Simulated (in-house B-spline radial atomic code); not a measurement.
Ionising Zr³⁺ with different functionals

Computed with a B-spline radial code for spherical atoms: four-component Dirac-Coulomb Hamiltonian, Fermi nucleus of rms radius 4.2694 fm, spin-restricted, spherical fractional occupations for the functionals. The ionisation energy is the difference of two self-consistent energies, [Kr] 4d1 → [Ar] 3d10 4s2 4p6, without Breit or QED terms; ε is the level of the shell that loses the electron (mean over j). The electron is taken from both j subshells in proportion to 2j + 1, so the result is a j average, not the step between ground levels.

Hybrids are left out here: with spherical fractional occupations of an open shell their exact exchange keeps a self-interaction that integer-occupation calculations don't have.

| method | rung | ΔSCF (eV) | -ε(4d) (eV) |
| --- | --- | --- | --- |
| LDA VWN5 | LDA | 34.38 | 28.38 |
| relativistic LDA | LDA | 34.40 | 28.40 |
| LDA PW92 | LDA | 34.37 | 28.37 |
| LDA exchange-only | LDA | 32.91 | 26.95 |
| PBE | GGA | 34.21 | 28.20 |
| PBEsol | GGA | 34.16 | 28.15 |
| BLYP | GGA | 34.14 | 28.13 |
| RPBE | GGA | 34.19 | 28.17 |
| PW91 | GGA | 34.30 | 28.27 |
| BP86 | GGA | 34.22 | 28.22 |
| AM05 | GGA | 34.14 | 28.13 |
| OLYP | GGA | 34.35 | 28.27 |

Task: How do they compare with the NIST value?

Result: NIST lists 34.418 eV (measured, ground level to ground level). Errors run from -1.51 to -0.02 eV; relativistic LDA is closest (-0.02 eV), but part of that can be cancellation, since the calculations leave out Breit-QED terms, spin polarisation, the choice among j levels, multiplet and fine-structure energies.
